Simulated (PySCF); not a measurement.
## Excitation energy of Al²⁺ by level of theory

Al²⁺ [Ne] 3s1 (2S) → Al²⁺ [Ne] 3p1 (2P), as a difference of total energies. All numbers are calculated (PySCF 2.14, scalar relativity by spin-free X2C-1e, in dyall-av3z). The calculations carry no spin-orbit coupling.

| method | excitation energy (cm⁻¹) |
| --- | --- |
| UHF | 52981 |
| LDA | 51189 |
| PBE | 49987 |
| PBE0 | 50756 |
| r2SCAN | 49739 |
| TPSSh | 49499 |
| wB97M-V | 52218 |

**Question.** Estimate what TPSS gives.

**Answer.** 49082 cm⁻¹, closest to TPSSh among the rows shown.

**Question.** Estimate what BHandHLYP gives.

**Answer.** 52528 cm⁻¹, closest to wB97M-V among the rows shown.

A first-order spin-orbit estimate (lowest level to lowest level, LS coupling) adds -0.015 eV.
